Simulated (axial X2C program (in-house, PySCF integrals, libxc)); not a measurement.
**Correcting the dissociation energy of InGe for spin–orbit coupling**

A spin-free CCSD(T) curve (one-electron X2C) was computed with an axial X2C code built on PySCF integrals, basis In dyall-cv3z [11s12p9d4f1g], Ge dyall-cv3z [9s9p7d4f1g] (cores contracted in-house), for the state M_S = 3/2, Λ = 0 (beyond evenly filled blocks: σα, π+α, π-α). It gives D0 = 2.024 eV to In + Ge, which in a spin-free picture are the weighted means of the ground terms.

Correlated methods: 7 electrons correlated (number of frozen shells: In 4 s, 3 p, 2 d; Ge 3 s, 2 p, 1 d), 297 virtual spin orbitals or spinors in MP2, 90 natural virtuals in coupled cluster.

Measured levels of the ground terms (NIST Handbook of Basic Atomic Spectroscopic Data), in cm⁻¹: In 2P: J = 1/2 at 0, J = 3/2 at 2212.6; Ge 3P: J = 0 at 0, J = 1 at 557.1, J = 2 at 1410.

The molecular state has Λ = 0, so it has no first-order lowering.

Task: How far does each ground level lie under the (2J+1)-weighted mean of its term?

Result: In: (2 × 0 + 4 × 2212.6)/6 = 1475 cm⁻¹; Ge: (1 × 0 + 3 × 557.1 + 5 × 1410)/9 = 969 cm⁻¹.

Task: Correct D0.

Result: D0 = 2.024 + (0 − 2444)/8065.5 = 1.721 eV at CCSD(T) with these spin–orbit terms.

Second-order spin–orbit effects in the molecule, which grow quickly with Z, are left out. Occupations by symmetry block were frozen at the best pattern of an incomplete PBE0 search. De is counted from the lowest determinant-based energies of the atoms at the same level, without counterpoise correction. CCSD and (T) use frozen natural virtuals with an MP2 correction for the truncation; (T) itself is uncorrected, so its De runs slightly low. PBE0 can misorder states that lie within some tenths of an eV, so this need not be the ground state of the molecule. The nearest other spin-free determinant of the search, M_S = 1/2, Λ = 0, lies 0.37 eV up at the distance of the search. With the outer-core shells frozen, correlated bond lengths of heavy atoms tend to come out a few hundredths of an ångström too long.
